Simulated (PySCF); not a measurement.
Gas-phase reaction: 2 GaH2Cl + 2 Cl = 2 GaHCl2 + H2

Method: PySCF energies (xtb for GFN2) plus ideal-gas RRHO corrections (1 bar). † marks an energy on the PBE0/def2-TZVP geometry and frequencies; other levels use their own. MP2 and CCSD(T) freeze the core. Open shells (unrestricted): Cl (multiplicity 2, electronic degeneracy 6); the rest are closed-shell singlets. GFN2 has no spin-polarisation term. Spin-orbit splitting is ignored; it lowers the true energy and changes the entropy of Cl. B3LYP is the form with VWN-RPA correlation. Ga: all electrons, no relativistic terms. GaH2Cl, GaHCl2: computed as isolated molecules; such fragments, hydroxides, amides, oligomers or adducts are transient or little studied in the gas. MP2 isn't extrapolated to the basis-set limit; its ΔH°(298 K) is -620.2 kJ in def2-SVP and -660.7 kJ in def2-TZVPP. CCSD(T) isn't extrapolated to the basis-set limit; its ΔH°(298 K) is -590.2 kJ in def2-SVP and -619.9 kJ in def2-TZVPP. The harmonic model lacks anharmonicity and excited electronic states, which grow with temperature; levels with a mode under 35 cm⁻¹ are left out.

```json
[
 {"level": "B3LYP/def2-TZVP†", "ΔE electronic, kJ": "-607", "ΔH°(298 K), kJ": "-606", "ΔS°(298 K), J/K": "-135", "ΔG°(2000 K), kJ": "-343"},
 {"level": "BLYP/def2-TZVP†", "ΔE electronic, kJ": "-605", "ΔH°(298 K), kJ": "-604", "ΔS°(298 K), J/K": "-135", "ΔG°(2000 K), kJ": "-341"},
 {"level": "CCSD(T)/def2-SVP†", "ΔE electronic, kJ": "-591", "ΔH°(298 K), kJ": "-590", "ΔS°(298 K), J/K": "-135", "ΔG°(2000 K), kJ": "-327"},
 {"level": "GFN2-xTB", "ΔE electronic, kJ": "-674", "ΔH°(298 K), kJ": "-672", "ΔS°(298 K), J/K": "-131", "ΔG°(2000 K), kJ": "-413"},
 {"level": "HF/def2-TZVP†", "ΔE electronic, kJ": "-486", "ΔH°(298 K), kJ": "-485", "ΔS°(298 K), J/K": "-135", "ΔG°(2000 K), kJ": "-222"},
 {"level": "MP2/def2-SVP†", "ΔE electronic, kJ": "-621", "ΔH°(298 K), kJ": "-620", "ΔS°(298 K), J/K": "-135", "ΔG°(2000 K), kJ": "-357"},
 {"level": "MP2/def2-TZVPP†", "ΔE electronic, kJ": "-662", "ΔH°(298 K), kJ": "-661", "ΔS°(298 K), J/K": "-135", "ΔG°(2000 K), kJ": "-398"},
 {"level": "PBE0/def2-TZVP", "ΔE electronic, kJ": "-634", "ΔH°(298 K), kJ": "-633", "ΔS°(298 K), J/K": "-135", "ΔG°(2000 K), kJ": "-370"},
 {"level": "r2SCAN/def2-TZVP†", "ΔE electronic, kJ": "-649", "ΔH°(298 K), kJ": "-648", "ΔS°(298 K), J/K": "-135", "ΔG°(2000 K), kJ": "-385"},
 {"level": "ωB97X-V/def2-TZVP†", "ΔE electronic, kJ": "-635", "ΔH°(298 K), kJ": "-634", "ΔS°(298 K), J/K": "-135", "ΔG°(2000 K), kJ": "-371"}
]
```
ΔH° is lowest at GFN2-xTB and highest at HF/def2-TZVP†. No reference value is set beside these.
